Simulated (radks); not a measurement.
Valence configurations of Ba (all share [Xe]). All-electron calculation, scalar-relativistic Kohn-Sham, PBE, spin-polarised, spherical densities, point nucleus; open shells are filled with parallel spins first (spin-orbit coupling, left out, can overturn this in heavy ions). Program: a radial shooting solver on a logarithmic mesh with Libxc functionals. Order these by energy: 6s1 6p1; 6p2; 5d1 6s1; 5d2; 4f1 6s1; 6s2.

Answer. From the lowest, in eV above it: 6s2 0.000; 5d1 6s1 0.923; 6s1 6p1 1.620; 5d2 2.432; 6p2 3.733; 4f1 6s1 3.960. NIST lists [Xe] 6s2 as the ground configuration; this level of theory agrees among the configurations tried. The energies are those of spherical high-spin densities, not of single terms. No valid solution was reached for [Xe] 4f0.5 5d0.5 6s1.
